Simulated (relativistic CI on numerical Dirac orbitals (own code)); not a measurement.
Hyperfine structure of Ga XI, mass number 69

Calculated at this level of theory: Dirac-Coulomb-Breit CI, KLI orbitals optimised for each configuration, a model potential for QED, unscaled Slater integrals (own radial code, finite nucleus).

Configuration list (outside the closed core [Ne]): 3s2 3p6 3d3, 3s2 3p5 3d4, 3s 3p6 3d4, 3s2 3p6 3d2 4s, 3s2 3p6 3d2 4p, 3s2 3p6 3d2 4d, 3s2 3p6 3d 4s 4p, 3s2 3p6 3d2 4f, 3s2 3p6 3d2 5s, 3s2 3p5 3d3 4s, 3p6 3d5, 3p5 3d6, 3s2 3p6 3d 4s2, 3s2 3p6 4s2 4p, 3s2 3p6 4s2 4d, 3s2 3p6 4s2 4f, 3s2 3p6 3d 4p2, 3s2 3p6 4s 4p2, 3s2 3p6 4p3, 3s2 3p6 4p2 4d, 3s2 3p6 4p2 4f, 3s2 3p6 3d 4s 4d, 3s2 3p6 4s 4p 4d, 3s2 3p6 4s 4d2, 3s2 3p6 4s 4d 4f. Double excitations out of closed p, d and f shells are left out; levels of such configurations are missing from the list, as are those of other unlisted configurations, and high levels can miss mixing partners. These lack a partner that the ground configuration has and come out too high: 3s2 3p5 3d3 4s.

Nuclear spin I = 3/2, μ = 2.01502 μN, Q = 0.171 b (tables of Stone and Pyykkö). The electronic factors are computed for point nuclear moments, without core polarisation or the Bohr-Weisskopf and QED corrections.

```json
{"Level": "3s2 3p6 3d3 4F_3/2", "E (eV)": "0.0000", "A (MHz)": "3619", "B (MHz)": "-107"}
{"Level": "3s2 3p6 3d3 4F_5/2", "E (eV)": "0.2479", "A (MHz)": "2231", "B (MHz)": "-106"}
{"Level": "3s2 3p6 3d3 4F_7/2", "E (eV)": "0.5597", "A (MHz)": "1837", "B (MHz)": "-146"}
{"Level": "3s2 3p6 3d3 4F_9/2", "E (eV)": "0.9138", "A (MHz)": "1761", "B (MHz)": "-213"}
{"Level": "3s2 3p6 3d3 4P_1/2", "E (eV)": "4.1380", "A (MHz)": "-1900", "B (MHz)": ""}
{"Level": "3s2 3p6 3d3 4P_3/2", "E (eV)": "4.1744", "A (MHz)": "1747", "B (MHz)": "-237"}
{"Level": "3s2 3p6 3d3 2G_7/2", "E (eV)": "4.5254", "A (MHz)": "2717", "B (MHz)": "170"}
{"Level": "3s2 3p6 3d3 4P_5/2", "E (eV)": "4.5456", "A (MHz)": "833.3", "B (MHz)": "300"}
```

Levels with J = 0, under 50 % of one LS term, or S terms without an open s electron are left out. Small factors come from cancelling terms and can be off by tens of per cent or more.

At this charge energies of transitions that change n are usually good to better than 1 %, and those within a shell (Δn = 0) to a few per cent. Terms inside the open d or f shell come out 10 to 20 % too wide with unscaled integrals.

Q: Give the hyperfine levels of 3s2 3p6 3d3 4F_3/2 relative to its centre of gravity.

A: With K = F(F + 1) − I(I + 1) − J(J + 1), E = AK/2 + B[¾K(K + 1) − I(I + 1)J(J + 1)]/[2I(2I − 1)J(2J − 1)]: F = 0: -13710, F = 1: -9979, F = 2: -2634, F = 3: 8116 MHz.

LS names give the leading component of a level, which can be under half, so a name can repeat, a term be missing and a line seem to break the LS rules.
